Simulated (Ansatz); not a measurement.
Reaction (isomerisation): `CC(F)[O][AlH2]` → `[CH3][Al]([F])[CH2]O`

Gas-phase electronic energies from Ansatz, PBE0-D4/def2-TZVP geometries. CCSD(T)/CBS adds triple-zeta CCSD(T) − MP2 to the extrapolated MP2 energy (def2 sets, frozen cores). DFT in def2-TZVPP. B3LYP here is the variant with VWN-RPA as its local correlation; programs differ in this. One conformer a species, not always the lowest.

| level | ΔE (kJ/mol) | difference from CCSD(T)/CBS |
| --- | --- | --- |
| r2SCAN-D4 | -87.0 | 6.6 |
| ωB97X-V | -78.0 | 15.6 |
| PBE | -93.9 | -0.3 |
| r2SCAN | -87.2 | 6.4 |
| PBE0 | -89.7 | 3.9 |
| B3LYP | -87.7 | 5.9 |
| HF/def2-TZVPP | -58.9 | 34.7 |
| MP2/def2-TZVPP | -94.9 | -1.3 |
| SCS-MP2/def2-TZVPP | -85.9 | 7.7 |
| CCSD/def2-TZVPP | -84.7 | 8.9 |
| CCSD(T)/def2-TZVPP | -86.1 | 7.5 |
| HF/def2-QZVPP | -60.2 | 33.4 |
| MP2/def2-QZVPP | -99.7 | -6.1 |
| SCS-MP2/def2-QZVPP | -91.1 | 2.5 |
| HF/CBS(def2) | -60.4 | 33.2 |
| CCSD/CBS(def2) | -92.2 | 1.4 |
| CCSD(T)/CBS | -93.6 | 0 |

Largest T1 diagnostic among the species: 0.012.

In def2-TZVPP, CCSD(T) changes the Hartree–Fock value by −27.2 kJ/mol (the triples alone add −1.4 kJ/mol) and MP2 by −36.0 kJ/mol. From PBE to PBE0 (25 % exact exchange), in def2-TZVPP and without D4, ΔE moves by +4.1 kJ/mol.

CCSD(T)/CBS has its own doubt, a few kJ/mol and more with outer-core shells, so smaller differences from it don't rank the levels.
